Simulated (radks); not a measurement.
Task: Ta, configuration [Xe] 4f14 5d3 6s2 (the NIST ground configuration). All-electron calculation, scalar-relativistic Kohn-Sham, RPBE, spin-unpolarised, spherical densities, finite nucleus; Fermi nuclear charge, rms radius 5.3507 fm. Program: a radial shooting solver on a logarithmic mesh with Libxc functionals. Some entries of the table are withheld. Estimate them.

| orbital | occ. | eigenvalue (eV) | <r^2> (bohr^2) | <1/r> (bohr^-1) |
|---|---|---|---|---|
| 1s | 2 | -67349.06 | 0.0004788 | 85.41 |
| 2s | 2 | -11572.07 | 0.007375 | (1) |
| 2p | 6 | -10142.54 | 0.006084 | 18.15 |
| 3s | 2 | -2651.060 | 0.04795 | 7.388 |
| 3p | 6 | (2) | 0.04865 | 6.836 |
| 3d | 10 | -1729.019 | 0.04038 | (3) |
| 4s | 2 | -540.5492 | 0.2376 | 3.134 |
| 4p | 6 | -400.9905 | 0.2705 | (4) |
| 4d | 10 | -222.2163 | 0.3172 | 2.532 |
| 5s | 2 | -72.9522 | (5) | 1.211 |
| 5p | 6 | -39.3856 | 1.901 | 1.013 |
| 4f | 14 | -24.6844 | 0.5210 | 2.002 |
| 6s | 2 | -5.3806 | 12.55 | 0.3816 |
| 5d | 3 | -3.5428 | 6.344 | 0.5939 |
| 6p | 0 | (6) | 30.08 | 0.2496 |

Result: 
(1) 2s <1/r> (bohr^-1): 19.96
(2) 3p eigenvalue (eV): -2225.694
(3) 3d <1/r> (bohr^-1): 6.463
(4) 4p <1/r> (bohr^-1): 2.851
(5) 5s <r^2> (bohr^2): 1.362
(6) 6p eigenvalue (eV): -1.3907
